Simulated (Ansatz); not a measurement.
Reaction (substitution at a C–N bond): `CN1CSC1` + `N[SiH](N)O` → `CO[SiH](N)N` + `C1NCS1`

Isolated molecules relaxed with PBE0-D4/def2-TZVP in Ansatz; ΔE leaves out vibrations. CCSD(T)/CBS is the MP2 limit (def2-TZVPP, def2-QZVPP) plus CCSD(T) − MP2 in def2-TZVPP, frozen cores. Functionals use def2-TZVPP. One conformer a species, not always the lowest.

| level | ΔE (kJ/mol) |
| --- | --- |
| r2SCAN-D4 | 44.5 |
| ωB97X-V | 40.5 |
| B2PLYP | 42.9 |
| HF/def2-TZVPP | 33.1 |

**Question.** What does CCSD(T)/CBS give? (Best estimate.)

**Answer.** Ansatz gave: +46.2 kJ/mol. The listed levels differ from it by -1.7, -5.7, -3.3, -13.1 kJ/mol.

Largest T1 diagnostic among the species: 0.010.

In def2-TZVPP, CCSD(T) changes the Hartree–Fock value by +12.5 kJ/mol (the triples alone add +1.9 kJ/mol) and MP2 by +18.9 kJ/mol.
